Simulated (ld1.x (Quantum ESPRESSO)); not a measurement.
Ti (Z = 22): excitation energies, all-electron against TM

```json
{
 "Element": "Ti (Z = 22)",
 "Generator": "ld1.x (Quantum ESPRESSO) 7.5",
 "Type": "norm-conserving Troullier–Martins (Kleinman–Bylander form)",
 "Functional": "PBE",
 "Relativity": "scalar-relativistic",
 "Frozen core": "[Ne] 3s2",
 "Valence charge": "10",
 "Reference configuration": "3p6 3d2 4s2 4p0",
 "Partial waves": "4s (bound): rc 2.75 bohr; 3p (bound): rc 1.25 bohr; 3d (bound): rc 2.45 bohr; 4f channel at 0.05 Ry: rc 2.90 bohr",
 "Local potential": "the f channel",
 "Core correction": "none"
}
```

Energies are relative to the spin-unpolarised reference configuration 3p6 3d2 4s2 4p0; without spin polarisation the order of configurations can differ from experiment.

```json
{"valence configuration": "3p6 3d2 4s0 4p0", "charge": "+2", "ΔE all-electron (eV)": "20.919", "error AE − PS (meV)": "+9.5"}
{"valence configuration": "3p6 3d1 4s0 4p0", "charge": "+3", "ΔE all-electron (eV)": "47.867", "error AE − PS (meV)": "+302"}
{"valence configuration": "3p6 3d2 4s1 4p1", "charge": "0", "ΔE all-electron (eV)": "3.076", "error AE − PS (meV)": "+44"}
{"valence configuration": "3p6 3d3 4s0 4p0", "charge": "+1", "ΔE all-electron (eV)": "7.395", "error AE − PS (meV)": "+4.5"}
{"valence configuration": "3p6 3d3 4s1 4p0", "charge": "0", "ΔE all-electron (eV)": "1.106", "error AE − PS (meV)": "+13"}
```

Q: What are ΔE and the potential's error for 3p6 3d2 4s1 4p0?

A: ΔE = 7.347 eV all-electron; the error (AE − PS) is +4.5 meV.

Q: What are ΔE and the potential's error for 3p6 3d2 4s1.5 4p0?

A: ΔE = 2.937 eV all-electron; the error (AE − PS) is +0.9 meV.

Levels in the configuration 3p6 3d2 4s0 4p0:

| level | all-electron (eV) | pseudo (eV) |
| --- | --- | --- |
| 3p | -54.765 | -54.600 |
| 3d | -19.680 | -19.614 |

ld1.x printed “convergence not achieved” for 3 of the counted tests; their residual had stalled under 1e-8, short of the target of 1e-14.
